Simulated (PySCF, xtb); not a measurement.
C5H5Cl, SMILES C(=C/C=C/Cl)=C. Other conformers were not sampled.

Harmonic wavenumbers (cm⁻¹) from xtb 6.7.1 with GFN2-xTB at its own minimum, in rising order: 96, 97, 214, 252, 301, 348, 540, 612, 728, 825, 856, 860, 955, 982, 992, 1159, 1189, 1276, 1320, 1431, 1625, 2062, 3037, 3066, 3069, 3078, 3089.

Task: What does PySCF with PBE-D3(BJ)/def2-SVP give at its own minimum? (An estimate is asked for; the answer gives what the named calculation found.)

Result: 80, 99, 220, 266, 302, 368, 567, 647, 794, 822, 855, 867, 931, 945, 945, 1115, 1204, 1260, 1309, 1418, 1619, 1997, 3038, 3069, 3118, 3118, 3129. Paired by order, the mean absolute difference is 22 cm⁻¹ and the zero-point energies are 48.7 and 48.8 kcal/mol.
